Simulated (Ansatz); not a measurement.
## Match the barriers

Saddle point of GaN2H4Cl, closed shell (GaN₂H₄Cl ([NH2][Ga]([NH2])[Cl]) → GaNHCl ([NH][Ga][Cl]) + NH₃ (still joined by a long Ga–N bond); bonds formed: N2–H4; bonds broken: N3–H4; bonds weakened to dative contacts: Ga1–N2), PBE0-D4/def2-TZVP structure:

```tsv
atom	x (Å)	y (Å)	z (Å)
Ga1	-0.5274	0.5545	0.6561
N2	0.9525	0.0894	-0.6057
N3	-1.0350	-1.0531	0.1510
H4	0.1376	-0.8659	-0.5534
Cl5	-0.6021	2.4020	1.6886
H6	1.0299	0.5693	-1.4928
H7	1.8826	-0.0893	-0.2507
H8	-1.8379	-1.6070	0.4069
```

Computed with Ansatz 0.2.0 (basis: def2-TZVPP, with def2-QZVPP for the basis limit); correlated methods freeze the cores. Filled d shells of the heavier atoms are correlated. The def2 sets are not built for correlating such inner shells, so the correlated values are less sure here. Extrapolation: Hartree–Fock as exp(−7.88 √X), correlation as X^−2.97. Four methods, as single points on the PBE0-D4 structures, gave these electronic barriers from the start structure: 2.022, 2.300, 2.650, 3.140 eV.

Q: The methods were, in alphabetical order, BHLYP-D4, HF, PBE-D4, PBE0-D4. Which gave which? (Judge from chemistry; the calculation decides.)

A: The calculation gives: PBE-D4 2.022; PBE0-D4 2.300; BHLYP-D4 2.650; HF 3.140 eV. For comparison, CCSD(T) at an estimated basis limit (MP2 extrapolated from triple and quadruple zeta, plus CCSD(T) − MP2 in triple zeta) gives 2.399 eV.

The T1 diagnostic stays at or below 0.018.

Labels in which every atom is bracketed show which atoms are joined, not bond orders.

For scale, one of the runs: CCSD(T)/def2-TZVPP, 208 basis functions, launched by `ansatz run in.yaml --threads 4 --pin off --events-out ev --progress --plain --max-ram 9574MiB`. Time: 89 s of wall clock on 4 CPU threads of an Arm Neoverse V1; the host was shared. Peak host memory: 2.8 GiB.
